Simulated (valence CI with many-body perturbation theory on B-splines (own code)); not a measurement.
E1 transitions of V2+

Level of theory: valence CI with perturbative core correlation (CI+MBPT): three valence electrons over a frozen Dirac-Fock core [Ar], a basis of 7 s, 7 p, 8 d, 6 f, 4 g, 1 h functions for each j, with the one-electron correlation potential Σ1 (screened to all orders), the two-electron term Σ2, the three-electron term Σ3, Breit, model QED; selected single and double excitations, second order for the rest, scaled by the run's own slope (own B-spline code, finite nucleus).

Against 62 measured levels this calculation errs by 1108 cm⁻¹ on average and by 2012 at most. These come from a selection out of Sugar and Corliss, J. Phys. Chem. Ref. Data 7, 1191 (1978). Levels without a partner in it may be off by more, other configurations by 1,000 to 8,000 cm⁻¹. 2 measured levels below the end of the list, from 89458 cm⁻¹ on, found no clear computed partner, and computed levels of the same name lie up to 2347 cm⁻¹ from them.

Lines 351 to 400 of 463 in falling wavelength, among levels below 21.088 eV, chosen from the strongest by gf and those to the six lowest levels. Wavelengths and rates use the calculated energies, so an error of 1000 cm⁻¹ moves a line at 136.4 nm by 1.4 % and its rate by three times that or more. Electric multipoles are in the length gauge, E1 and E2 with the static RPA response of the core. Weak lines are less certain than strong ones. Lines between different terms over intervals too small for the method are left out, as are lines whose strength nearly cancels. Where a level lies close to another of its J and parity, the split of strength between their lines is uncertain. The highest levels of a list are the least certain.

Names give the largest LS component (configuration and term), which can be under half, so a name can repeat, a term be missing and a line seem to break the LS rules; names also repeat where a configuration has a term twice. Letters in brackets count levels of one name in rising energy.

```
λ vac (nm)  λ from measured levels               Upper               Lower   A (s⁻¹)  S (a.u.) with core polarisation  S without
     163.4                               3d2 5s 2G_7/2  3d2 4p 2G°_7/2 [b]  3.71e+08                         6.39e+00   6.14e+00
     163.3                           3d2 4d 4F_5/2 [a]      3d2 4p 4G°_7/2  1.42e+08                         1.83e+00   1.91e+00
     161.4                           3d2 4d 2G_9/2 [c]  3d2 4p 2F°_7/2 [b]  1.24e+08                         2.57e+00   2.67e+00
     160.5                           3d2 4d 2G_7/2 [c]  3d2 4p 2F°_5/2 [b]  1.20e+08                         1.95e+00   2.03e+00
     160.1                           3d2 4d 2F_7/2 [d]  3d2 4p 2G°_9/2 [b]  2.83e+08                         4.59e+00   4.78e+00
     159.8                           3d2 4d 2F_5/2 [d]  3d2 4p 2G°_7/2 [b]  3.02e+08                         3.65e+00   3.80e+00
     159.4                          3d2 4p 2P°_3/2 [b]      3d3 2D_5/2 [b]  2.37e+08                         1.89e+00   2.06e+00
     153.8                          3d2 4p 2F°_7/2 [c]      3d3 2D_5/2 [b]  1.31e+08                         1.88e+00   2.05e+00
     153.2                               3d2 5s 2P_3/2      3d2 4p 2S°_1/2  2.12e+08                         1.51e+00   1.46e+00
     149.0                           3d2 4d 4F_9/2 [b]  3d2 4p 4D°_7/2 [a]  1.11e+08                         1.82e+00   1.89e+00
     144.4                           3d2 4d 2G_9/2 [c]  3d2 4p 2G°_9/2 [a]  1.29e+08                         1.92e+00   1.99e+00
     143.8                           3d2 4d 2G_7/2 [c]  3d2 4p 2G°_7/2 [a]  1.25e+08                         1.47e+00   1.53e+00
     136.4                   133.5  3d2 4p 2G°_7/2 [a]          3d3 2H_9/2  3.95e+08                         3.96e+00   4.32e+00
     136.0                   133.2  3d2 4p 2G°_9/2 [a]         3d3 2H_11/2  4.01e+08                         4.98e+00   5.44e+00
     135.0                   131.7  3d2 4p 2F°_5/2 [a]          3d3 2G_7/2  1.81e+08                         1.32e+00   1.44e+00
     134.6                   131.3  3d2 4p 2F°_7/2 [a]          3d3 2G_9/2  1.91e+08                         1.84e+00   2.01e+00
     133.7                   129.8  3d2 4p 2D°_3/2 [a]          3d3 4P_1/2  2.23e+07                         1.05e-01   1.15e-01
     133.0                          3d2 4p 2D°_5/2 [a]          3d3 2G_7/2  1.69e+07                         1.18e-01   1.29e-01
     132.9                   129.0  3d2 4p 4D°_1/2 [a]          3d3 4P_1/2  1.96e+08                         4.55e-01   4.96e-01
     132.6                   128.8  3d2 4p 4D°_7/2 [a]          3d3 4P_5/2  2.21e+08                         2.04e+00   2.22e+00
     132.6                   128.7  3d2 4p 4D°_3/2 [a]          3d3 4P_1/2  7.52e+07                         3.46e-01   3.77e-01
     132.0                          3d2 4p 2D°_3/2 [c]          3d3 2F_5/2  7.02e+08                         3.19e+00   3.48e+00
     131.8                          3d2 4p 2D°_5/2 [c]          3d3 2F_7/2  6.67e+08                         4.52e+00   4.94e+00
     128.6                   125.4  3d2 4p 2G°_7/2 [a]          3d3 2G_7/2  2.75e+08                         2.31e+00   2.52e+00
     128.3                   125.2  3d2 4p 2G°_9/2 [a]          3d3 2G_9/2  2.72e+08                         2.83e+00   3.10e+00
     128.0                   124.9  3d2 4p 2G°_9/2 [a]          3d3 2G_7/2  6.73e+06                         6.97e-02   7.62e-02
     124.8                          3d2 4p 2F°_7/2 [c]          3d3 2F_7/2  2.82e+08                         2.16e+00   2.37e+00
     124.5                          3d2 4p 2F°_5/2 [c]          3d3 2F_5/2  2.78e+08                         1.59e+00   1.74e+00
     119.5                   116.9      3d2 4p 4G°_5/2          3d3 4F_3/2  6.73e+07                         3.40e-01   3.72e-01
     119.2                   116.6      3d2 4p 4G°_7/2          3d3 4F_5/2  7.24e+07                         4.84e-01   5.30e-01
     119.1                   116.6      3d2 4p 4S°_3/2          3d3 4P_5/2  3.84e+08                         1.28e+00   1.40e+00
     118.9                   116.3      3d2 4p 4G°_9/2          3d3 4F_7/2  7.50e+07                         6.21e-01   6.81e-01
     118.8                   116.3      3d2 4p 4S°_3/2          3d3 4P_1/2  1.53e+08                         5.07e-01   5.53e-01
     118.5                   116.0     3d2 4p 4G°_11/2          3d3 4F_9/2  7.04e+07                         6.94e-01   7.60e-01
     118.3                          3d2 4p 2G°_9/2 [b]         3d3 2H_11/2  7.08e+08                         5.79e+00   6.33e+00
     118.2                          3d2 4p 2G°_7/2 [b]          3d3 2H_9/2  7.41e+08                         4.83e+00   5.29e+00
     118.1                   115.5      3d2 4p 4F°_3/2          3d3 4F_5/2  1.07e+08                         3.49e-01   3.81e-01
     118.0                   115.5      3d2 4p 4F°_5/2          3d3 4F_7/2  9.22e+07                         4.49e-01   4.91e-01
     118.0                   115.5  3d2 4p 2P°_3/2 [a]          3d3 4P_1/2  2.26e+07                         7.33e-02   8.00e-02
     118.0                   115.4      3d2 4p 4F°_7/2          3d3 4F_9/2  5.34e+07                         3.46e-01   3.79e-01
     117.9                   115.3      3d2 4p 4F°_3/2          3d3 4F_3/2  5.37e+08                         1.74e+00   1.90e+00
     117.8                   115.2      3d2 4p 4F°_5/2          3d3 4F_5/2  4.79e+08                         2.32e+00   2.54e+00
     117.7                   115.1      3d2 4p 4F°_7/2          3d3 4F_7/2  5.24e+08                         3.37e+00   3.69e+00
     117.6                   115.7  3d2 4p 2F°_5/2 [b]          3d3 2G_7/2  7.01e+08                         3.38e+00   3.70e+00
     117.6                   115.0      3d2 4p 4F°_5/2          3d3 4F_3/2  7.97e+07                         3.84e-01   4.20e-01
     117.5                   115.0      3d2 4p 4F°_9/2          3d3 4F_9/2  6.10e+08                         4.89e+00   5.35e+00
     117.4                   114.8      3d2 4p 4F°_7/2          3d3 4F_5/2  7.55e+07                         4.82e-01   5.28e-01
     117.3                   115.4  3d2 4p 2F°_7/2 [b]          3d3 2G_9/2  6.70e+08                         4.27e+00   4.67e+00
     117.2                   114.7      3d2 4p 4F°_9/2          3d3 4F_7/2  4.38e+07                         3.48e-01   3.81e-01
     117.0                   115.1  3d2 4p 2F°_7/2 [b]          3d3 2G_7/2  2.91e+07                         1.84e-01   2.02e-01
```
